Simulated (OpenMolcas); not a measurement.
Mo3+ (d3) in a complex was computed by CASSCF with the d shell active (OpenMolcas, ANO-RCC-VTZP on the metal). Its lowest spin-free states, and all those of the highest spin:

| 2S+1 | Degeneracy | E (cm-1) |
| --- | --- | --- |
| 4 | 1 | 0.0 |
| 4 | 2 | 5195 |
| 2 | 2 | 10434 |
| 2 | 1 | 10843 |
| 4 | 1 | 11186 |
| 2 | 1 | 11602 |
| 2 | 1 | 13401 |
| 2 | 1 | 13963 |
| 2 | 2 | 15721 |
| 2 | 1 | 18085 |
| 2 | 2 | 18979 |
| 2 | 2 | 21724 |
| 4 | 2 | 42554 |
| 4 | 1 | 49115 |
| 4 | 1 | 54760 |
| 4 | 2 | 66924 |

**Question.** Is the site octahedral, tetrahedral or cube-like, axial, or of lower symmetry?

**Answer.** The states with 2S+1 = 4 have orbital degeneracies 1, 2, 1, 2, 1, 1, 2. There are pairs but no triples, so the site is axial: not cubic, but with a proper or improper axis of order three or more. The run had Mo3+ with 4 ligands (fluoride) in square-planar coordination (D4h) at 1.87 Å. A charge of +0.25 e stands 2.4 Å behind each ligand. Ligand basis ANO-RCC-VDZP.

Without dynamic correlation the repulsion within the d shell is too large (B by tens of per cent), so at a given field states of lower spin stand too high. The least metal-like active orbital is 78 % on the metal (Löwdin) and no ligand orbital is active, so the numbers are rough. With metal d orbitals alone the field can be off either way by tens of per cent. Ligand-to-metal charge-transfer states are missing. With no ligand orbital active B as a rule stays too high, so bands that hang on it stand too high and its fall with covalency is understated. No measured value stands beside these numbers; the geometry is a model, was not optimised and need not be the one that this ion takes.
